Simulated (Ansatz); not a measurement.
The cluster Cd2Se3⁻, relaxed as a doublet with UKS r2SCAN-D4/def2-SVPD in Ansatz, starting from the GFN1-xTB geometry. Force threshold 0.02 eV/Å.

In the def2 sets Cd takes a core potential; there is no spin–orbit coupling. The structure comes from a short search, and lower isomers may exist.

Start:

Cartesian coordinates in Å:
```
Cd -1.327 1.349 -0.728
Cd 1.211 -0.264 -0.781
Se 0.597 -1.297 -2.864
Se -1.358 -0.002 2.328
Se 0.877 0.214 2.044
```

Question: Estimate the energy that the relaxation releases and the steps that it takes.

Answer: 27.2 kcal/mol, in 13 steps; 2 min on 4 threads of Arm Neoverse V2 on a shared host. No frequencies were taken in this run, so the end may be a saddle point.

Question: Does the start keep its bonding and symmetry?

Answer: Bonds formed: Cd1–Se3 (atoms count from 1).

Question: Predict the relaxed structure.

Answer: 
Cartesian coordinates in Å:
```
Cd -1.635 0.553 -1.017
Cd 1.199 -0.554 -0.261
Se 0.303 -0.511 -2.545
Se -1.050 0.696 1.631
Se 1.182 -0.183 2.192
```
Bond lengths (bridged metal pairs left out): 4 × Cd–Se 2.45 to 2.72 Å; 1 × Se–Se 2.46 Å.
